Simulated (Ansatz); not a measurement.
Geometry optimisation, Ansatz 0.2.0, RKS PBE/def2-SVP.

Input file:

```yaml
crystal:
  periodic: [false, false, false]
  atoms:
    - { symbol: Ge, position_ang: [0.0, 0.0, 0.0] }
    - { symbol: F, position_ang: [0.0, 0.0, 2.03] }
    - { symbol: F, position_ang: [1.5842, 0.0, -0.5594] }
    - { symbol: F, position_ang: [-0.7913, 1.3709, -0.5594] }
    - { symbol: Ge, position_ang: [-1.1304, -1.9584, -0.7992] }
    - { symbol: H, position_ang: [-1.8281, -2.673, 0.3861] }
    - { symbol: H, position_ang: [-2.1918, -1.5497, -1.8522] }
    - { symbol: H, position_ang: [-0.1029, -2.92, -1.4487] }
    - { symbol: O, position_ang: [0.7702, -1.8071, 0.6527] }
    - { symbol: H, position_ang: [0.1354, -2.5529, 0.4061] }
    - { symbol: H, position_ang: [0.4666, -1.0946, 1.7453] }
basis:
  gaussian: { orbitals: def2-SVP }
hamiltonian:
  xc: pbe
relax:
  f_tol: 0.15
  max_steps: 25
  restrain:
    - { distance: [0, 8], at: 2.97, k: 30.0 }
    - { distance: [10, 1], at: 2.12, k: 30.0 }
    - { distance: [0, 1], at: 1.68, k: 30.0 }
    - { distance: [10, 8], at: 1.01, k: 30.0 }
output:
  orbitals: {}
```

Launched with:

```bash
$ ansatz run input.yaml --threads 4 --pin off --max-ram 5120MiB --backend cpu --events-out ev --progress --plain --runs-dir out
```

Task: Where does it end, and by what steps?

Result: The forces met the threshold. The restraints hold the end off the free minimum; the threshold counts their pulls, which the force column leaves out. Restrained pairs: Ge1–O9 (2.07 → 2.97 Å), F2–H11 (1.22 → 2.12 Å), Ge1–F2 (2.03 → 1.72 Å), O9–H11 (1.34 → 0.99 Å). After 12 steps the energy has fallen by 3.149 eV (the restraints' own energy left out); H10 moved furthest, 1.23 Å.

```tsv
step	energy less start (eV)	largest force component (eV/Å)	accepted
0	0.0000	3.449	yes
1	-0.9116	4.407	yes
2	-1.6289	5.309	yes
3	-2.1998	3.665	yes
4	-2.7799	1.291	yes
5	-2.9081	1.279	yes
6	-3.0166	1.194	yes
7	-3.0845	1.178	yes
8	-3.1288	1.257	yes
9	-3.1458	1.220	yes
10	-3.1100	1.345	no
11	-3.1443	1.249	no
12	-3.1489	1.226	yes
```

```xyz
11
Properties=species:S:1:pos:R:3
Ge -0.142 0.132 -0.148
F -0.056 0.238 1.567
F 1.492 0.397 -0.695
F -0.968 1.616 -0.574
Ge -1.266 -1.838 -1.016
H -1.933 -2.556 0.181
H -2.351 -1.375 -2.018
H -0.213 -2.729 -1.703
O 0.985 -2.305 1.118
H 0.525 -3.107 1.434
H 0.838 -1.659 1.856
```

The run took 28 s on 4 threads of Arm Neoverse V1 (shared host), peak memory 0.23 GiB.
